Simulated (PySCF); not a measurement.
Trends in electronic spectra. Level of theory: TDDFT PBE0/def2-SVPD, vertical, gas phase, core orbitals frozen in the response (PySCF 2.14.0, density-fitted response routines). Geometries: GFN2-xTB; one conformer of each isolated species. Triplets are in the Tamm–Dancoff approximation.

Question: Rank by computed HOMO–LUMO gap, highest first.
A. `N#C[C@]12C=C[C@H](C=C1)O2`
B. `N#CC1=CC=C(O)C=C1`
C. `C#C/C(C#N)=N\C1CC1`
D. `C([C@@H]1C=CC1)(C#N)C#N`
E. `CSCCS(=O)(=O)O`
F. `O=C=Nc1ccccc1`

Answer: D (7.62 eV), E (6.51 eV), F (6.17 eV), B (5.90 eV), A (5.72 eV), C (5.37 eV).

| SMILES | gap (eV) | first f ≥ 0.01 (nm) | T1 (eV) | f (S1) | HOMO (eV) | S1 mainly |
| --- | --- | --- | --- | --- | --- | --- |
| N#CC(C#N)[C@@H]1C=CC1 | 7.62 | 179 | 4.34 | 0.045 | -8.24 | H→L+1 (47%) |
| CSCCS(=O)(=O)O | 6.51 | 214 | 5.07 | 0.005 | -6.56 | H→L+1 (54%) |
| O=C=Nc1ccccc1 | 6.17 | 239 | 3.84 | 0.012 | -7.01 | H→L+1 (59%) |
| N#Cc1ccc(O)cc1 | 5.90 | 246 | 3.65 | 0.013 | -7.21 | H→L+1 (74%) |
| N#C[C@]12C=C[C@H](C=C1)O2 | 5.72 | 191 | 3.08 | 0.000 | -7.23 | H→L (99%) |
| C#C/C(C#N)=N\C1CC1 | 5.37 | 252 | 3.05 | 0.002 | -7.81 | H-1→L (96%) |

H and L stand for HOMO and LUMO.
